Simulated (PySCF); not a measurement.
Computed properties of Se(F)(OMe) (CH3FOSe), SMILES CO[Se]F

Se(F)(OMe) (CH3FOSe), SMILES CO[Se]F. Coordinates come from a PBE0-D3(BJ)/def2-SVP optimisation. The values are those of a single conformer. All values are computed for the isolated molecule unless a solvent is named; none is compared with measurement here.

**Structure.** All 15 harmonic modes at PBE0-D3(BJ)/def2-SVP (PySCF) are real, so it is a minimum. With heavy atoms numbered as in [Se:1]([F:2])[O:3][CH3:4], the shortest bond between them is O3–C4 at 1.418 Å and the longest Se1–F2 at 1.769 Å.

**Vibrations.** The strongest infrared lines (harmonic, unscaled, degenerate partners summed) lie at 1086 cm⁻¹ (122 km/mol, O 51 %, C 43 %), 650 cm⁻¹ (79 km/mol, O 39 %, F 32 %, Se 21 %), 3041 cm⁻¹ (39 km/mol, H 97 %). The softest mode is at 112 cm⁻¹ and the zero-point energy is 27.6 kcal/mol.

**Electronic structure.** HF/def2-TZVP (PySCF) places the frontier levels at -9.80 and 2.11 eV, a gap of 11.91 eV, and gives a dipole moment of 2.34 D and a mean polarisability of 39.0 bohr³.

**Excitations.** TDDFT-ωB97X/def2-SVPD (PySCF) has S1 at 3.27 eV (379 nm, f = 0.000, dark); the most intense of the 10 singlets computed lies at 6.84 eV (f = 0.11). T1 (TDA) is at 2.51 eV. No vertical singlet excitation falls in the visible range (under 3.1 eV).

**NMR.** GIAO shifts at PBE0/pcSseg-1 (PySCF) (non-relativistic, atoms alike by connectivity averaged): ¹³C at 70.6 ppm against TMS; ¹H at 4.6 ppm against TMS; ¹⁹F at -288.6 ppm against CFCl3.
